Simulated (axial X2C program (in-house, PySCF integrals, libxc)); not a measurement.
**Photoelectron levels of SnS by EOM-IP-CCSD**

Calculated with an in-house all-electron X2C program for linear molecules (integrals from PySCF): two-component X2C with atomic mean-field Coulomb and Gaunt terms, Gaussian nuclei, basis Sn dyall-cv3z, S dyall-av3z with contracted cores.

R = 2.212 Å (near the PBE0 minimum at charge 0 of the determinant lowest at the starting distance; the state shown can have its own minimum elsewhere).

Vertical ionisation energies of SnS to the states of SnS⁺:

| Ω of SnS⁺ | vertical IE (eV) | above lowest (cm⁻¹) | ionised spinor | one-hole weight |
| --- | --- | --- | --- | --- |
| 3/2 | 9.335 | 0 | 78% S pπ, 15% Sn pπ | 0.93 |
| 1/2 | 9.409 | 595 | 73% S pπ, 15% Sn pπ | 0.93 |
| 1/2 | 9.643 | 2480 | 43% S pσ, 35% Sn pσ, 11% Sn sσ | 0.95 |
| 1/2 | 13.999 | 37617 | 49% Sn sσ, 31% S pσ, 10% S sσ | 0.81 |

Problem. Take the first Ω = 1/2 and Ω = 3/2 rows of π character: how far apart are they, and which lies lower?

Solution. E(3/2) − E(1/2) = 0 − 595 = -595 cm⁻¹ at EOM-IP-CCSD: inverted, Ω = 3/2 lower. Splittings at this level can be off by ten to twenty per cent.

This point took 18 s on 1 thread of Arm Neoverse V1, with other jobs on the host.

Reference electrons by ω block (each with its −ω partner): 1/2: 22, 3/2: 9, 5/2: 2. 20 electrons of SnS correlated (inner shells frozen), 82 natural virtual spinors (a truncated set); levels can be off by some tenths of an eV. Roots sought by Ω: (1/2: 4, 3/2: 3, 5/2: 1); the list ends where they run out and leaves out roots under 60 % one-particle weight. The solver can skip a root, and states that need a further excitation, which the method places far too high, are missing though they may lie low or lowest. T1 of the reference 0.020 (Lee–Taylor). Number of frozen shells: Sn 4 s, 3 p, 1 d; S 2 s, 1 p.
